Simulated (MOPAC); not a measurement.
Input for MOPAC: PM7 on SnS, a point of a bond scan (R = 2.667 Å).

```
PM7 1SCF PRECISE CHARGE=0 THREADS=1
SSn

Sn    -0.00000000 1    -0.00000000 1    -0.53883850 1
S      0.00000000 1     0.00000000 1     2.12841208 1
```

It printed:

```
*******************************************************************************
 **                                                                           **
 **                              MOPAC v23.2.5                                **
 **                                                                           **
 *******************************************************************************
 ** MOPAC's Digital Object Identifier: https://doi.org/10.5281/zenodo.6511958 **
 **                                                                           **
 ** Please cite the open-source release paper for use of this MOPAC version:  **
 ** J. E. Moussa and J. J. P. Stewart (2026)                                  **
 ** MOPAC: An open-source semiempirical molecular orbital program             **
 ** J. Open Source Softw., 11(119), 8025, https://doi.org/10.21105/joss.08025 **
 *******************************************************************************

                              PM7 CALCULATION RESULTS

 *******************************************************************************
 *  PM7        - The PM7 Hamiltonian to be used
 *
 *
 *
 *                 CHARGE ON SYSTEM = 0
 *
 *
 *
 *  PRECISE    - TIGHTER CRITERIA TO BE USED
 *  1SCF       - DO 1 SCF AND THEN STOP
 *  THREADS=1  - MULTI-THREADING NOT USED
 *  T=         - A TIME OF 172800.0 SECONDS REQUESTED
 *  DUMP=N     - RESTART FILE WRITTEN EVERY 7200.0 SECONDS REQUESTED
 *******************************************************************************
PM7 1SCF PRECISE CHARGE=0 THREADS=1
 SSn

   ATOM   CHEMICAL          X               Y               Z
  NUMBER   SYMBOL      (ANGSTROMS)     (ANGSTROMS)     (ANGSTROMS)

     1      Sn         -0.00000000  *  -0.00000000  *  -0.53883850  *
     2       S          0.00000000  *   0.00000000  *   2.12841208  *



          CARTESIAN COORDINATES

    NO.       ATOM           X           Y           Z

     1        Sn         -0.0000     -0.0000     -0.5388
     2         S          0.0000      0.0000      2.1284

 General Reference for PM7:
 "Optimization of Parameters for Semiempirical Methods VI: More Modifications to the
 NDDO Approximations and Re-optimization of Parameters", J. J. P. Stewart, J. Mol. Mod., 1:32, 19 (2013)
 https://link.springer.com/article/10.1007/s00894-012-1667-x

           Empirical Formula: Sn S  =     2 atoms



      MOLECULAR POINT GROUP   :   C*v


      RHF CALCULATION, NO. OF DOUBLY OCCUPIED LEVELS = 5


 -------------------------------------------------------------------------------
 PM7 1SCF PRECISE CHARGE=0 THREADS=1
 SSn



     1SCF WAS SPECIFIED, SO BFGS WAS NOT USED
     SCF FIELD WAS ACHIEVED


                              PM7 CALCULATION
                                                       MOPAC v23.2.5 Linux




          FINAL HEAT OF FORMATION =         76.99975 KCAL/MOL =     322.16695 KJ/MOL


          COSMO AREA              =        108.61 SQUARE ANGSTROMS
          COSMO VOLUME            =         98.47 CUBIC ANGSTROMS

          IONIZATION POTENTIAL    =          7.904622 EV
          HOMO LUMO ENERGIES (EV) =         -7.905 -0.049
          NO. OF FILLED LEVELS    =          5
          MOLECULAR WEIGHT        =        150.7500         POINT GROUP:  C*v

          MOLECULAR DIMENSIONS (Angstroms)

            Atom       Atom       Distance
            S     2   Sn     1     2.66725
            S     2   Sn     1     0.00000
           Sn     1    S     2     0.00000


          SCF CALCULATIONS        =          1





   ATOM   CHEMICAL          X               Y               Z
  NUMBER   SYMBOL      (ANGSTROMS)     (ANGSTROMS)     (ANGSTROMS)

     1      Sn         -0.00000000  *  -0.00000000  *  -0.53883850  *
     2       S          0.00000000  *   0.00000000  *   2.12841208  *

                             CARTESIAN COORDINATES

   1   Sn       -0.000000000    -0.000000000    -0.538838500
   2    S        0.000000000     0.000000000     2.128412080


           Empirical Formula: Sn S  =     2 atoms



      MOLECULAR POINT GROUP   :   C*v


                  EIGENVALUES
 -22.92600 -12.07436  -9.97694  -7.90462  -7.90462  -0.04911   0.29232   0.29232
   1.47864   1.54329   1.54329   1.74823   1.74823


              NET ATOMIC CHARGES AND DIPOLE CONTRIBUTIONS

  ATOM NO.   TYPE          CHARGE      No. of ELECS.   s-Pop       p-Pop       d-Pop
    1         Sn           0.763505        3.2365     1.90395     1.33254
    2          S          -0.763505        6.7635     1.98442     4.74474     0.03434
 DIPOLE           X         Y         Z       TOTAL
 POINT-CHG.     0.000     0.000    -9.782     9.782
 HYBRID         0.000    -0.000     2.395     2.395
 SUM            0.000    -0.000    -7.387     7.387


          ATOMIC ORBITAL ELECTRON POPULATIONS

     Atom    s        px        py        pz      x^2-y^2     xz        z^2       yz        xy
    1 Sn   1.90395   0.06480   0.06480   1.20295
    2  S   1.98442   1.92817   1.92817   0.88840   0.00000   0.00703   0.02028   0.00703   0.00000

 **********************
 *                    *
 * JOB ENDED NORMALLY *
 *                    *
 **********************




 == MOPAC DONE ==
```

The run finished.

Cost: very roughly 0.04 core-seconds.
